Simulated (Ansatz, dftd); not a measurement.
Species: H$_{5}$Si$_{2}$O, charge 0, doublet. H5Si2O (SMILES [SiH3][SiH]O, doublet).
B3LYP-D3(BJ)/def2-TZVP minimum from Ansatz (a first-principles code):
```xyz
8

Si    -0.6741    -0.5868     0.2340
O     -1.8351     0.3457    -0.5096
Si     1.4924     0.3220     0.0875
H     -0.7895    -1.9145    -0.4266
H     -1.8865     1.2728    -0.2611
H      1.4815     1.6674     0.7156
H      2.4182    -0.5513     0.8492
H      2.0000     0.4672    -1.3023
```
Charge 0, spin multiplicity 2.

Wanted: atomisation energy (electronic, to ground-state atoms), in kcal/mol. Radicals and triplets start from unrestricted determinants; spin-orbit coupling is neglected. CBS(X,Y): correlation extrapolated as X^-3, Hartree-Fock from the larger set. A bracket is a step between two methods taken in the basis named. The functionals are non-relativistic, so their misses hold any scalar relativity. 'core' is core correlation in cc-pwCVTZ (1s frozen past Ne), 'X2C' scalar relativity in cc-pVTZ-DK, both at CCSD(T). For partners of very few electrons the exact lower level stands in for a higher one.

Compared with CCSD(T)/CBS(cc-pV(T+d)Z,cc-pV(Q+d)Z) + [CCSDT(Q) - CCSD(T)]/cc-pV(D+d)Z + core + X2C (Ansatz): 578.6 kcal/mol.

Q: Rank these levels by how close they come to it, closest first: PBE0-D3(BJ)/def2-TZVPD (Ansatz + dftd3); PBE-D3(BJ)/def2-TZVPD (Ansatz + dftd3); B3LYP-D3(BJ)/def2-TZVPD (Ansatz + dftd3); wB97X-V/def2-TZVPD (Ansatz).

A: B3LYP-D3(BJ)/def2-TZVPD (577.7 kcal/mol, difference -0.9), PBE-D3(BJ)/def2-TZVPD (576.5 kcal/mol, difference -2.1), wB97X-V/def2-TZVPD (581.1 kcal/mol, difference 2.5), PBE0-D3(BJ)/def2-TZVPD (569.9 kcal/mol, difference -8.7)
